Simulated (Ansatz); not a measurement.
Computed with Ansatz on PBE0-D4/def2-TZVP structures; ΔE is electronic, products minus reactants. CCSD(T)/CBS is the MP2 limit (def2-TZVPP, def2-QZVPP) plus CCSD(T) − MP2 in def2-TZVPP, frozen cores. Functionals use def2-TZVPP. B3LYP here is the variant with VWN-RPA as its local correlation; programs differ in this. Elements past krypton have def2 core potentials. For I outer-core shells are correlated without core-valence functions, which leaves a few kJ/mol of doubt a bond. One conformer a species, not always the lowest.

`C/C=N/CF` + HI → `FCI` + `CC=N`  (substitution at a C–N bond)

```json
{"level": "B3LYP-D4", "ΔE (kJ/mol)": "16.0", "difference from CCSD(T)/CBS": "2.6"}
{"level": "r2SCAN0-D4", "ΔE (kJ/mol)": "20.7", "difference from CCSD(T)/CBS": "7.3"}
{"level": "ωB97M-V", "ΔE (kJ/mol)": "19.3", "difference from CCSD(T)/CBS": "5.9"}
{"level": "PBE", "ΔE (kJ/mol)": "12.9", "difference from CCSD(T)/CBS": "-0.5"}
{"level": "revPBE", "ΔE (kJ/mol)": "8.4", "difference from CCSD(T)/CBS": "-5.0"}
{"level": "r2SCAN", "ΔE (kJ/mol)": "16.1", "difference from CCSD(T)/CBS": "2.7"}
{"level": "MP2/def2-SVP", "ΔE (kJ/mol)": "40.3", "difference from CCSD(T)/CBS": "26.9"}
{"level": "CCSD(T)/def2-SVP", "ΔE (kJ/mol)": "41.7", "difference from CCSD(T)/CBS": "28.3"}
{"level": "MP2/def2-TZVPP", "ΔE (kJ/mol)": "17.4", "difference from CCSD(T)/CBS": "4.0"}
{"level": "HF/CBS(def2)", "ΔE (kJ/mol)": "27.6", "difference from CCSD(T)/CBS": "14.2"}
{"level": "CCSD(T)/CBS", "ΔE (kJ/mol)": "13.4", "difference from CCSD(T)/CBS": "0"}
```

Largest T1 diagnostic among the species: 0.012.

From BLYP to BHLYP (50 % exact exchange), in def2-TZVPP and without D4, ΔE moves by +12.8 kJ/mol. In def2-TZVPP, CCSD(T) changes the Hartree–Fock value by −8.3 kJ/mol (the triples alone add −2.1 kJ/mol) and MP2 by −10.6 kJ/mol. Leaving LDA and LC-ωPBE aside and taking each functional with its dispersion term where it has one, the values, not all of them listed here, spread over 13.4 kJ/mol, from BLYP-D4 to CAM-B3LYP-D4. LDA lies +15.4 kJ/mol from PBE without D4.
